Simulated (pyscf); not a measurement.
A first-order saddle from PySCF, ωB97X-D3(BJ)/def2-SVP:

```xyz
13

C     -0.1730     1.6567    -0.5630
C     -0.2346     0.3036    -0.8235
C     -0.7614    -0.6233     0.0852
C     -0.9980     0.8388     1.7069
C     -0.4950    -0.5243     1.5635
H     -1.0210     2.1580    -0.1028
H      0.5606     2.3031    -1.0624
H      0.1706    -0.0881    -1.7710
H     -1.2971    -1.5101    -0.2828
H     -2.0787     0.9985     1.7071
H     -0.3715     1.6631     2.0485
H     -1.1036    -1.2726     2.0961
H      0.5641    -0.6599     1.8346
```

Surface: singlet, charge 0. Lowest wavenumbers (cm⁻¹): 674i, 223, 282, 412, 605.

Task: What reaction is this the transition state of?

Result: cyclic C₅H₈ (SMILES C=CC1CC1) ⇌ cyclic C₅H₈ (SMILES C1=CCCC1), a group migration read from left to right: C–C broken and C–C formed. At ωB97M-D3(BJ)/def2-TZVP it lies +2.87 eV from the left side and +3.82 eV from the right (each side as separated species at their lowest minima found). On the reactant side the descent ends in a point that may be a rotor saddle (no frequency run), 0.05 eV over the lowest minimum found and 2.97 eV under the saddle at ωB97X-D3(BJ)/def2-TZVP. At ωB97X-D3(BJ)/def2-TZVP the barrier from the zero used here is 3.02 eV. One saddle was located; it need not be the lowest between these sides. A restricted solution here is unstable towards spin polarisation, so biradical character is likely and single-reference numbers are less safe.
